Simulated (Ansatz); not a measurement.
Harmonic frequencies (cm⁻¹) at PBE0-D4/def2-TZVP from Ansatz: 70, 81, 97, 133, 147, 206, 238, 257, 380, 386, 740, 4001.

Each molecule was computed in one conformer, which needn't be the lowest.

**Question.** Which molecule is it?
A. `[CH3][Hf]([Cl])([Br])[O][SiH3]`
B. `[NH2][Hf]([NH2])([F])[Cl]`
C. `[F][Hf]([F])([SH])[Cl]`
D. `[OH][Hf]([Cl])([Cl])[I]`

**Answer.** D.
